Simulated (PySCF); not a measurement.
## Electron correlation in As⁺ (arsenic, charge +1)

Starting occupation: [Ar] 3d10 4s1 4p3, 4s1/2 with m_j = +1/2, 4p3/2 with m_j = -1/2, +1/2, +3/2. Computed with PySCF 2.14 in x2c-TZVPall-2c with one added diffuse shell each of s, p, d type (7s8p5d1f, 63 functions), with X2C-1e with screened-nucleus spin-orbit coupling, Gaussian nucleus. Frozen: [Ne]; 22 electrons correlated.

MP2 pair energies summed by pair of shells (mhartree):

```csv
pair,energy,share (%)
3d-3d,-99.88,34.4
3d-3p,-80.21,27.7
3p-3p,-24.02,8.3
3d-3s,-21.30,7.3
3d-4p,-19.32,6.7
4p-4p,-15.72,5.4
3p-3s,-12.17,4.2
3d-4s,-6.24,2.2
3p-4p,-3.60,1.2
4p-4s,-3.21,1.1
3p-4s,-1.66,0.6
3s-3s,-1.59,0.5
3s-4p,-0.79,0.3
3s-4s,-0.27,0.1
```

Total MP2 correlation energy: -289.98 mhartree.

The GHF reference relaxed away from the jj start to a determinant that is no pure jj level (⟨S²⟩ = 6.00, ⟨J²⟩ = 6.00); the energies belong to that determinant.

This basis was not built for core-valence correlation, so the inner-shell part is incomplete.
